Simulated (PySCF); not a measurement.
C2H5AlBrCl, singlet, at a GFN2-xTB geometry (such geometries of metal compounds can be far from the true shape); PySCF with DF-B3LYP/STO-3G.

The PySCF input:
```python
from pyscf import gto, scf, dft

mol = gto.M(
    atom='''
Al   -0.213130   -0.315543   -0.157836
Cl   -0.523783   -1.945478    1.004613
Br    0.961177    1.411502    0.725542
C    -0.855145   -0.086192   -2.037526
C    -1.639121   -1.300842   -2.553889
H    -0.006318    0.110129   -2.706832
H    -1.482552    0.812179   -2.116958
H    -2.516551   -1.487620   -1.936074
H    -1.022181   -2.198294   -2.533195
H    -1.972987   -1.141585   -3.578971
''',
    basis='sto-3g',
    charge=0,
    spin=0,
    verbose=4,
    max_memory=1800,
)

mf = dft.RKS(mol)
mf.xc = 'b3lyp'
mf = mf.density_fit(auxbasis='def2-universal-jkfit')
mf.kernel()
```

The log (banner, timings and long lists left out):

```
PySCF version 2.14.0

[INPUT] verbose = 4
[INPUT] num. atoms = 10
[INPUT] num. electrons = 82
[INPUT] charge = 0
[INPUT] spin (= nelec alpha-beta = 2S) = 0
[INPUT] symmetry False subgroup None
[INPUT] Mole.unit = angstrom
[INPUT] Symbol           X                Y                Z      unit          X                Y                Z       unit  Magmom
[INPUT]  1 Al    -0.213130000000  -0.315543000000  -0.157836000000 AA   -0.402757328929  -0.596289850524  -0.298266812597 Bohr   0.0
[INPUT]  2 Cl    -0.523783000000  -1.945478000000   1.004613000000 AA   -0.989806418703  -3.676420601367   1.898443431178 Bohr   0.0
[INPUT]  3 Br     0.961177000000   1.411502000000   0.725542000000 AA    1.816361287231   2.667352204276   1.371075671869 Bohr   0.0
[INPUT]  4 C     -0.855145000000  -0.086192000000  -2.037526000000 AA   -1.615989846791  -0.162879274129  -3.850366111681 Bohr   0.0
[INPUT]  5 C     -1.639121000000  -1.300842000000  -2.553889000000 AA   -3.097489775023  -2.458235111331  -4.826150762539 Bohr   0.0
[INPUT]  6 H     -0.006318000000   0.110129000000  -2.706832000000 AA   -0.011939289655   0.208113648372  -5.115171145209 Bohr   0.0
[INPUT]  7 H     -1.482552000000   0.812179000000  -2.116958000000 AA   -2.801617245426   1.534795874123  -4.000470837207 Bohr   0.0
[INPUT]  8 H     -2.516551000000  -1.487620000000  -1.936074000000 AA   -4.755592168500  -2.811194377425  -3.658649616891 Bohr   0.0
[INPUT]  9 H     -1.022181000000  -2.198294000000  -2.533195000000 AA   -1.931642139734  -4.154173601275  -4.787044770118 Bohr   0.0
[INPUT] 10 H     -1.972987000000  -1.141585000000  -3.578971000000 AA   -3.728405077327  -2.157282997912  -6.763274997761 Bohr   0.0

nuclear repulsion = 445.428383679707
number of shells = 29
number of NR pGTOs = 153
number of NR cGTOs = 51
basis = sto-3g
ecp = {}

******** <class 'pyscf.df.df_jk.DFRKS'> ********
method = DFRKS
initial guess = minao
damping factor = 0
level_shift factor = 0
DIIS = <class 'pyscf.scf.diis.CDIIS'>
diis_start_cycle = 1
diis_space = 8
diis_damp = 0
SCF conv_tol = 1e-09
SCF conv_tol_grad = None
SCF max_cycles = 50
direct_scf = False
XC library pyscf.dft.libxc version 7.1.2
    S. Lehtola, C. Steigemann, M. J. T. Oliveira, and M. A. L. Marques,  SoftwareX 7, 1–5 (2018)
XC functionals = b3lyp
    P. J. Stephens, F. J. Devlin, C. F. Chabalowski, and M. J. Frisch,  J. Phys. Chem. 98, 11623 (1994)
radial grids:
    Treutler-Ahlrichs [JCP 102, 346 (1995); DOI:10.1063/1.469408] (M4) radial grids

becke partition: Becke, JCP 88, 2547 (1988); DOI:10.1063/1.454033
pruning grids: <function nwchem_prune>
grids dens level: 3
symmetrized grids: False
atomic radii adjust function: <function treutler_atomic_radii_adjust>
small_rho_cutoff = 0
Set gradient conv threshold to 3.16228e-05
Initial guess from minao.
tot grids = 135760
******** <class 'pyscf.df.df.DF'> ********
auxbasis = def2-universal-jkfit
init E= -3315.38912630382
  HOMO = -0.412926925244797  LUMO = -0.121237530973916  gap/eV = 7.93727
cycle= 1 E= -3319.03084994551  delta_E= -3.64  |g|= 0.464  |ddm|= 3.66
  HOMO = -0.109836095948371  LUMO = 0.0305361849722068  gap/eV = 3.81972
cycle= 2 E= -3319.03145259429  delta_E= -0.000603  |g|= 0.51  |ddm|= 2.08
  HOMO = -0.177265214931893  LUMO = 0.112230457269431  gap/eV = 7.87758
cycle= 3 E= -3319.14434129079  delta_E= -0.113  |g|= 0.031  |ddm|= 1.08
  HOMO = -0.174637785223208  LUMO = 0.103319634007297  gap/eV = 7.56361
cycle= 4 E= -3319.14475205203  delta_E= -0.000411  |g|= 0.0161  |ddm|= 0.0985
  HOMO = -0.177729025954669  LUMO = 0.104194424859008  gap/eV = 7.67153
cycle= 5 E= -3319.14484481544  delta_E= -9.28e-05  |g|= 0.00312  |ddm|= 0.0309
  HOMO = -0.177871880769789  LUMO = 0.104230816516452  gap/eV = 7.67641
cycle= 6 E= -3319.14484862  delta_E= -3.8e-06  |g|= 0.000638  |ddm|= 0.00673
  HOMO = -0.177726984022309  LUMO = 0.104313220533273  gap/eV = 7.67470
cycle= 7 E= -3319.14484876675  delta_E= -1.47e-07  |g|= 0.000136  |ddm|= 0.00114
  HOMO = -0.177692996730679  LUMO = 0.104318345063561  gap/eV = 7.67392
cycle= 8 E= -3319.1448487738  delta_E= -7.05e-09  |g|= 2.11e-05  |ddm|= 0.000286
  HOMO = -0.177699620417446  LUMO = 0.104314429236031  gap/eV = 7.67399
cycle= 9 E= -3319.14484877404  delta_E= -2.4e-10  |g|= 1.93e-06  |ddm|= 5.48e-05
  HOMO = -0.177698151671151  LUMO = 0.10431387809091  gap/eV = 7.67394
Extra cycle  E= -3319.14484877402  delta_E= 1.91e-11  |g|= 1.25e-06  |ddm|= 9.3e-06
converged SCF energy = -3319.14484877402
```
